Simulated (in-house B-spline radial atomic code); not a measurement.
Values are calculated unless marked as measured or tabulated.
# Correlation energy from the adiabatic connection: ω²r²/2 − Z/r, ω = 0.0651, Z = 0.7

Two electrons in a singlet, external potential ω²r²/2 − Z/r, ω = 0.0651, Z = 0.7 (atomic units). Full CI in B-splines (partial waves to l = 8, correlation up to 0.6 % small) with the density held fixed gives W(λ) = <V_ee>_λ − U, and E_c is the integral of W(λ) − W(0) from 0 to 1.

```tsv
λ	W(λ) − W(0) (hartree)
0	0.00000
0.02	-0.00194
0.05	-0.00474
0.12	-0.01082
0.25	-0.02064
0.4	-0.03005
0.6	-0.04019
0.8	-0.04829
1	-0.05490
```

Q: Integrate the table by the trapezoid rule.

A: The strips give -0.00002, -0.00010, -0.00054, -0.00204, -0.00380, -0.00702, -0.00885, -0.01032, which sum to -0.03270 hartree. The direct value, W(1) − W(0) + T_c with T_c = 0.02206, is -0.03284; the curve is convex, so chords lie above it and the trapezoids fall short in size by 0.42 %.

Q: Now use only three numbers: W(0) = -0.30452, the initial slope W'(0) = -0.09849 (extrapolated from the first points) and the strong-coupling limit of the point-charge-plus-continuum model, W∞ = -0.43087. What do second-order theory and the interpolation W(λ) = W∞ + (W(0) − W∞)/√(1 + 2χλ) of Seidl, Perdew and Levy give?

A: Second order keeps the slope alone: E_c = W'(0)/2 = -0.04924, +50 % in size against -0.03284. Matching the slope fixes χ = W'(0)/(W∞ − W(0)) = -0.09849/(-0.12635) = 0.77950. Integrating, with s = √(1 + 2χ) = 1.599688, E_c = −(W(0) − W∞)(s − 1)/(s + 1) = −0.12635 × 0.599688/2.599688 = -0.02915 hartree, -11.2 % in size against the full result. At λ = 1 the formula gives W − W(0) = -0.04737 against -0.05490. Part of the miss can come from the model's W∞.
